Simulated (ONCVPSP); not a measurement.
## Plane-wave convergence, ONCV potential for nitrogen

nitrogen (N), optimised norm-conserving Vanderbilt (ONCV), made with ONCVPSP 4.0.1 (LDA (Perdew-Wang 92), scalar-relativistic). Core [He], reference 2s1.75 2p3.25. Waves: 2s: rc 0.90 bohr, ncon 5, nbas 10, qcut 7.6 1/bohr, 1 projector; 2p: rc 2.15 bohr, ncon 4, nbas 7, qcut 5.8 1/bohr, 2 projectors, debl 0.4 Ha; d scattering state at 0.21 Ha: rc 1.85 bohr, ncon 5, nbas 9, qcut 5.8 1/bohr, 2 projectors, debl 3.4 Ha. Local part: polynomial inside 0.65 bohr (lpopt 5, dvloc0 2 Ha). Core correction: Teter function, fcfact 5.5, rcfact 1.35.

**Question.** For each optimised wave give the share of its norm inside rc, the residual kinetic energy above qcut (Ha) and the cutoffs (Ha) for errors of 10, 1, 0.1 and 0.01 mHa per electron.

**Answer.**

```json
{"wave": "2s", "norm inside rc": "0.249", "residual KE": "1.0e-03", "10 mHa": "19.2", "1 mHa": "29.1", "0.1 mHa": "106.1", "0.01 mHa": "318.2"}
{"wave": "2p", "norm inside rc": "0.822", "residual KE": "2.2e-05", "10 mHa": "10.3", "1 mHa": "13.2", "0.1 mHa": "15.6", "0.01 mHa": "22.7"}
{"wave": "p projector 2", "norm inside rc": "0.070", "residual KE": "1.1e-05", "10 mHa": "8.1", "1 mHa": "11.8", "0.1 mHa": "14.7", "0.01 mHa": "17.3"}
{"wave": "d projector 1", "norm inside rc": "0.010", "residual KE": "8.6e-07", "10 mHa": "0.9", "1 mHa": "2.9", "0.1 mHa": "7.4", "0.01 mHa": "12.2"}
{"wave": "d projector 2", "norm inside rc": "0.175", "residual KE": "2.3e-03", "10 mHa": "13.3", "1 mHa": "18.6", "0.1 mHa": "57.0", "0.01 mHa": "100.2"}
```

The occupied waves need 29 Ha and 106 Ha for 1 and 0.1 mHa. Its largest configuration-test error is +835 meV.
